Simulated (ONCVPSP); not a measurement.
## Ce (Z = 58): variants of one ONCV potential

Base potential:

Ce (Z = 58), optimised norm-conserving Vanderbilt (ONCV), made with ONCVPSP 4.0.1 (PBEsol, scalar-relativistic). Core [Kr] 4d10, reference 4f1 5s2 5p6 5d1 6s2. Waves: 5s+6s: rc 2.15 bohr, ncon 4, nbas 7, qcut 4.7 1/bohr, 2 projectors; 5p: rc 1.70 bohr, ncon 4, nbas 8, qcut 4.5 1/bohr, 2 projectors, debl 2.2 Ha; 5d: rc 4.00 bohr, ncon 5, nbas 9, qcut 4.3 1/bohr, 3 projectors, debl 0.8 Ha; 4f: rc 1.75 bohr, ncon 4, nbas 9, qcut 9.9 1/bohr, 2 projectors, debl 0.3 Ha. Local part: polynomial inside 1.65 bohr (lpopt 5, dvloc0 0 Ha). Core correction: Teter function fitted to the true core (icmod 2), fcfact 0.5.

Cutoffs, loose and tight: the cutoffs (Ha) at which the residual kinetic energy of the hardest occupied pseudo-wave falls to 1 and 0.1 mHa per electron. They do not see the model core or the augmentation charge, which bear on the density cutoff. Test errors are all-electron minus pseudo excitation energies from the reference, over the configurations 4f1 5s2 5p6 5d1 6s1; 4f1 5s2 5p6 5d1 6s0; 4f1 5s2 5p6 5d0 6s0; 4f1 5s2 5p6 5d0 6s2. A dash means not determined; rows that change the core or the reference have their own tests. The largest error is taken over the tests solved by every variant that gives reliable tests at all: 4f1 5s2 5p6 5d0 6s0; 4f1 5s2 5p6 5d1 6s0; 4f1 5s2 5p6 5d1 6s1.

A true bound ghost makes a file unfit for plane-wave use even where its test errors are small: the radial tests pick states by their node count and pass the ghost by.

| change | outcome | cutoff, loose | cutoff, tight | bound ghosts | GHOST(+) flags above zero | largest test error (meV) |
| --- | --- | --- | --- | --- | --- | --- |
| base | generated | 41 Ha | 67 Ha | d | s, p | +15 |
| local potential polynomial inside 1.65 bohr (lpopt 5, dvloc0 -2.5 Ha) | generated | 41 Ha | 67 Ha | d | s, p | +15 |
| local potential polynomial inside 1.65 bohr (lpopt 5, dvloc0 -1 Ha) | generated | 41 Ha | 67 Ha | d | s, p | +15 |
| local potential polynomial inside 1.65 bohr (lpopt 5, dvloc0 0.5 Ha) | generated | 41 Ha | 67 Ha | none | s, d | +15 |
| local potential polynomial inside 1.65 bohr (lpopt 5, dvloc0 2 Ha) | generated | 41 Ha | 67 Ha | none | s, d | +15 |
| local potential polynomial inside 1.65 bohr (lpopt 5, dvloc0 2.5 Ha) | generated | 41 Ha | 67 Ha | none | d | +15 |
| local potential polynomial inside 1.65 bohr (lpopt 5, dvloc0 4.5 Ha) | generated | 41 Ha | 67 Ha | none | s | +15 |
| local potential polynomial inside 1.65 bohr (lpopt 5, dvloc0 6.5 Ha) | generated | 41 Ha | 67 Ha | none | none | +15 |
| local potential polynomial inside 1.65 bohr (lpopt 5, dvloc0 8 Ha) | generated | 41 Ha | 67 Ha | d | none | +15 |
| local potential polynomial inside 1.65 bohr (lpopt 5, dvloc0 9.5 Ha) | generated | 41 Ha | 67 Ha | none | none | +15 |

Question: What comes out with this change to the base: local potential polynomial inside 1.65 bohr (lpopt 5, dvloc0 5.5 Ha)?

Answer: outcome: generated; cutoff, loose: 41 Ha; cutoff, tight: 67 Ha; bound ghosts: p; GHOST(+) flags above zero: p; largest test error (meV): +15.

Reading the sweep of the dvloc0 (base included, trends over the rows without a ghost): The loose cutoff stays near 41 Ha. Bound ghosts are found at -2.5, -1, 0, 5.5, 8 Ha.
